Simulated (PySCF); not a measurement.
## Spin-orbit coupling and the third ionisation energy along the 5p block

Two-component X2C-1e calculated with PySCF 2.14: MP2 on generalised Hartree-Fock spinors (GMP2), with spin-orbit coupling off and on (screened by Boettger's factors); no Breit or QED terms. Values in eV; the references (NIST) lie between the lowest levels. Elements whose determinants are no pure J levels are left out.

```
                               element                         configurations  spin-free  with spin-orbit  shift         reference
In (x2c-QZVPPall-2c, [Ar] 3d10 frozen)              [Kr] 4d10 5s1 → [Kr] 4d10     28.068           28.070  0.002            28.044
Sn (x2c-QZVPPall-2c, [Ar] 3d10 frozen)          [Kr] 4d10 5s2 → [Kr] 4d10 5s1     30.552           30.555  0.003            30.506
Sb (x2c-QZVPPall-2c, [Ar] 3d10 frozen)      [Kr] 4d10 5s2 5p1 → [Kr] 4d10 5s2     24.596           25.171  0.575            25.323
Xe (x2c-QZVPPall-2c, [Ar] 3d10 frozen)  [Kr] 4d10 5s2 5p4 → [Kr] 4d10 5s2 5p3     30.351           30.758  0.407  31.05 ± 0.04 (s)
```

The largest shift is at Sb, 0.575 eV, where spin-orbit coupling lowers the species with more electrons by more than the one with fewer (starting occupations 5p1/2^1 and closed).

What remains against the references is mostly the basis and correlation beyond MP2. References marked (s) are semi-empirical, (t) theoretical.
